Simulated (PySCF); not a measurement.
C₆ coefficients of unlike pairs at PBE

Calculated with PySCF 2.14 from the dipole response of each species, C₆(A,B) = (3/π) ∫ α_A(iu) α_B(iu) du, in atomic units, from isotropic polarisabilities. For ions this is the dispersion term alone; charge-induced terms of lower order in 1/R come first.

```tsv
species	configuration	basis	relativity	α (bohr³)	C₆ (like pair)
Tl³⁺	[Xe] 4f14 5d10 (1S)	def2-QZVPPD with the def2 core potential (60 electrons) (8s6p5d4f1g)	core potential	5.444	31.64
Ga⁺	[Ar] 3d10 4s2 (1S)	aug-cc-pVTZ-DK (7s6p4d2f)	spin-free X2C	17.31	84.64
Zn²⁺	[Ar] 3d10 (1S)	aug-cc-pVDZ-DK (7s6p4d2f)	spin-free X2C	2.843	7.494
Ti²⁺	[Ar] 3d2 (3F)	x2c-QZVPPall with one added diffuse shell each of s, p, d, f, g type (12s8p6d4f3g)	spin-free X2C	5.291	15.73
```

**Question.** Estimate C₆ for Ga⁺ with Tl³⁺.

**Answer.** The integral gives 43.13. The combination rule 2 C_A C_B / (C_A α_B/α_A + C_B α_A/α_B) gives 42.10 and the geometric mean 51.75.

No spin-orbit coupling is included.

The other pairs:

```csv
pair,C₆
"Zn²⁺, Tl³⁺",15.35
"Ti²⁺, Zn²⁺",10.65
"Zn²⁺, Ga⁺",21.24
"Ti²⁺, Tl³⁺",21.88
"Ti²⁺, Ga⁺",33.75
```
